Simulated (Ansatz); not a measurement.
`C[Se][InH2]` + `[SiH3][SeH]` → `C[Se][Se][SiH3]` + `[InH3]` at 298.15 K and 1 bar (ligand exchange at the Se–In bond).

Computed with Ansatz on PBE0-D4/def2-TZVP structures; ΔE is electronic, products minus reactants. CCSD(T)/CBS adds triple-zeta CCSD(T) − MP2 to the extrapolated MP2 energy (def2 sets, frozen cores). def2 core potentials past Kr. For In, Se outer-core shells are correlated without core-valence functions, which leaves a few kJ/mol of doubt a bond. Scalar relativity is left out up to krypton. Each species was taken in one conformer, which may not be the lowest.

| species | CCSD(T)/CBS energy (Eh) | H − E (kJ/mol) | S (J/(mol·K)) |
| --- | --- | --- | --- |
| `C[Se][InH2]` | -2631.58862 | 150.1 | 350.1 |
| `[SiH3][SeH]` | -2692.20088 | 99.8 | 286.6 |
| `C[Se][Se][SiH3]` | -5132.18229 | 190.5 | 379.4 |
| `[InH3]` | -191.56739 | 54.8 | 229.0 |

H − E and S are ideal-gas, rigid-rotor, harmonic terms from PBE0-D4/def2-TZVP, for one conformer and one mirror image of each species. 1 Eh = 2625.50 kJ/mol, R = 8.31446 J/(mol·K).

Problem. By hand: ΔE, ΔH, ΔS and ΔG.

Solution. ΔE = (-5132.18229) + (-191.56739) − (-2631.58862) − (-2692.20088) = 0.03982 Eh = 104.5 kJ/mol. Δ(H − E) = 190.5 + 54.8 − 150.1 − 99.8 = -4.6, so ΔH = 99.9 kJ/mol. ΔS = 379.4 + 229.0 − 350.1 − 286.6 = -28.3 J/(mol·K). ΔG = 99.9 − 298.15 × (-28.3)/1000 = 108.3 kJ/mol.

Problem. By hand: the equilibrium constant, and the temperature at which ΔG would vanish if ΔH and ΔS stayed fixed.

Solution. log₁₀ K = −ΔG/(RT ln 10) = -19.0. ΔH and −TΔS have one sign here, so there is no such temperature.

ΔH outweighs TΔS. A doubt of 5 kJ/mol in ΔE shifts log₁₀ K by 0.9 here. Other conformers and mirror images would add mixing entropy, several J/(mol·K) or more a flexible species. Modes under 60 cm⁻¹, often nearly free rotors, make the harmonic entropy too high. These are equilibria of isolated gas molecules and say nothing of rates. Largest T1 diagnostic: 0.014 (customary marks: 0.02 for closed shells, 0.045 for open ones).
